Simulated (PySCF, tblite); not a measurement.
Calculations on `[SiH2]1C=CC(=C1)CC(F)(F)F`, in the order of a workflow; each names the level of the geometry that it ran on. Settings lines and outputs come from a driver script.

C6H7F3Si.
SMILES with atom numbers: `[F:1][C:2]([F:3])([F:4])[CH2:5][C:6]1=[CH:7][SiH2:8][CH:9]=[CH:10]1` (hydrogens: H11, H12 on C5; H13 on C7; H14, H15 on Si8; H16 on C9; H17 on C10)

Step 1: GFN2-xTB geometry optimisation, gas phase (tblite 0.8.0) (from a force-field or distance-geometry start)
```json
{"job": {"kind": "relax", "xc": "GFN2-xTB", "basis": "xTB"}, "charge": 0, "multiplicity": 1}
```
```
step      E/eV     max force
  0    -878.75035    0.828
  1    -878.79843    0.508
  2    -878.83307    0.523
...
 91    -878.90819    0.017
 92    -878.90821    0.014
 93    -878.90825    0.013
 94    -878.90826    0.010
 95    -878.90828    0.009
```

Energy lowered by 3.6 kcal/mol over 95 steps; largest atomic force 0.009 eV/Å at the end. «max force» is the largest atomic force in eV/Å.

The run took 1.3 s of wall time on an Arm Neoverse N1 with one thread, shared host with 64 logical CPUs at a one-minute load of 60.

Step 2: GFN2-xTB harmonic vibrations, gas phase (tblite 0.8.0) (on the GFN2-xTB geometry)
```json
{"job": {"kind": "ir", "xc": "GFN2-xTB", "basis": "xTB"}, "charge": 0, "multiplicity": 1}
```
```
(table of modes left out)
```

45 modes from 28 to 3106 cm⁻¹ (unscaled, harmonic); zero-point energy 69.6 kcal/mol; all wavenumbers are real at this level.

Hardware: Arm Neoverse N1, one thread, on a shared host. Cost: 1.3 s of wall time.

Step 3: PBE0-D3(BJ)/def2-SVP geometry optimisation, gas phase (PySCF 2.14.0) (from the GFN2-xTB geometry)
```json
{"job": {"xc": "PBE0", "basis": "def2-SVP", "d3": "d3bj", "grid": 1, "shake": 0.01, "kind": "geom"}, "charge": 0, "multiplicity": 1}
```
```
step   0  E = -820.69631392  max force = 0.022681
step   1  E = -820.70233522  max force = 0.010443
step   2  E = -820.70272127  max force = 0.003690
step   3  E = -820.70289546  max force = 0.000870
step   4  E = -820.70289930  max force = 0.001081
step   5  E = -820.70291343  max force = 0.000442
optimisation converged
```

Final energy -820.70291 Eh after 5 steps; dipole 1.74 D. Energies in Eh; «max force» is the largest Cartesian gradient component in Eh/bohr.

On one thread, Arm Neoverse N1 (aarch64), shared host with 64 logical CPUs at a one-minute load of 61, this took 3.0 min and 0.76 GiB of memory at its peak.

Step 4: TDDFT PBE0/def2-SVPD, vertical, gas phase, core orbitals frozen in the response (PySCF 2.14.0, density-fitted response routines) (on the PBE0-D3(BJ)/def2-SVP geometry)
```json
{"job": {"kind": "uv", "xc": "PBE0", "basis": "def2-SVPD", "ip": true, "dynamic": false}, "charge": 0, "multiplicity": 1}
```
```
...
Static polarisability (au): isotropic 96.838, principal 73.584 93.708 123.223
Singlet excitations
state   eV       nm        f      main configurations
  1   4.4171    280.7   0.04746   H->L 0.98
  2   5.6983    217.6   0.00013   H-2->L 0.93
  3   6.0221    205.9   0.00570   H-3->L 0.91
  4   6.1886    200.3   0.04633   H-1->L 0.63, H->L+1 0.20, H->L+3 0.11
  5   6.4080    193.5   0.02737   H->L+1 0.67, H->L+3 0.13, H->L+2 0.10
  6   6.5248    190.0   0.01057   H->L+2 0.87
  7   7.0726    175.3   0.19495   H->L+3 0.55, H-1->L 0.13, H->L+4 0.10
  8   7.2764    170.4   0.01130   H-5->L 0.88
  9   7.2913    170.0   0.04070   H->L+4 0.61, H->L+5 0.16, H-5->L 0.08
 10   7.3810    168.0   0.03561   H->L+5 0.58, H-4->L 0.13, H->L+6 0.08
Triplet excitations (Tamm-Dancoff, eV): 2.6623 4.5744 5.2349 5.4550
Vertical ionisation energy (delta-SCF) = 8.8723 eV
Vertical electron affinity (delta-SCF) = 0.0948 eV
```

HOMO -7.06 eV, LUMO -1.81 eV; lowest singlet 4.42 eV; lowest triplet 2.66 eV (Tamm–Dancoff); mean polarisability 96.8 au.

The run took 5.8 min wall on Arm Neoverse N1, one thread, no GPU (shared host), and the process peaked at 1.1 GiB of memory.

Geometry of the electronic-property runs (PBE0-D3(BJ)/def2-SVP):
```
atom  x, y, z in Å
F1     2.2348   -1.5118    0.4434
C2     2.3919   -0.3505   -0.2044
F3     3.6634    0.0289   -0.0380
F4     2.2082   -0.5884   -1.5031
C5     1.4453    0.7088    0.3120
C6    -0.0027    0.3659    0.1147
C7    -0.7929    0.9151   -0.8349
Si8   -2.4910    0.1460   -0.6625
C9    -1.9453   -0.9234    0.7750
C10   -0.6440   -0.6490    0.9946
H11    1.6764    0.8424    1.3807
H12    1.6998    1.6430   -0.2068
H13   -0.4200    1.6667   -1.5339
H14   -2.9295   -0.6259   -1.8649
H15   -3.5631    1.1292   -0.3155
H16   -2.4966   -1.6507    1.3739
H17   -0.0470   -1.1324    1.7758
```

 (This holds for the electronic-property runs.)

One conformer stands for the species.
